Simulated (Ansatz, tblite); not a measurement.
Spin states of Si4Se4⁺ (the lowest doublet isomer of a short search), each relaxed with PBE-D4/def2-SVP in Ansatz. Electronic energies in the gas phase.

The 6-31G sets use Cartesian d functions. The xTB rows come from tblite. LC-ωPBE has ω = 0.4 bohr⁻¹. B3LYP takes the VWN-RPA correlation. The structure comes from a short search, and lower isomers may exist.

Doublet geometry:

```xyz
8

Si   -0.3796    0.8556   -1.7245
Si   -1.4971    0.9063    0.9742
Si    1.5849    0.2359   -0.3016
Si    0.2301   -2.0154    0.8069
Se    0.7779    0.1732    1.9075
Se   -1.2480    2.6489   -0.5053
Se   -1.6804   -0.8704   -0.6708
Se    2.2122   -1.9341   -0.4864
```

Quartet geometry (C2 within 0.1 Å):

```
atom   x (Å)   y (Å)   z (Å)
 Si1  -1.706   0.084   0.833
 Si2   1.002  -1.238   1.314
 Si3  -0.192   1.882  -0.181
 Si4   0.670  -0.499  -1.890
 Se5   1.932   0.577  -0.136
 Se6  -0.479  -0.298   2.817
 Se7  -0.677  -1.884  -0.296
 Se8  -0.551   1.377  -2.461
```

⟨S²⟩: doublet 0.78 at PBE0-D4/def2-TZVP (pure 0.75), quartet 3.78 at PBE0-D4/def2-TZVP (pure 3.75).

Run but left out: HF/6-31G, HF/def2-SVP, MP2/def2-SVP (doublet: ⟨S²⟩ 1.55 to 1.59, where a pure state has 0.75).

Only these spin states were relaxed.

```csv
level,quartet − doublet (kJ/mol),lowest of these,remarks
GFN1-xTB,142.7,doublet,–
GFN2-xTB,86.0,doublet,–
PBE-D4/def2-TZVP,95.5,doublet,–
BLYP-D4/def2-TZVP,91.1,doublet,–
r2SCAN-D4/def2-TZVP,85.7,doublet,–
B3LYP-D4/6-31G,73.1,doublet,–
PBE0-D4/def2-TZVP,88.7,doublet,–
LC-ωPBE/def2-TZVP,68.5,doublet,spin-contaminated (⟨S²⟩ 1.03) (doublet)
```

Change of the quartet − doublet gap on mixing in exact exchange, in kJ/mol: PBE to PBE0 (25 % exact exchange) -6.7.

The xTB methods have no spin-polarisation term.
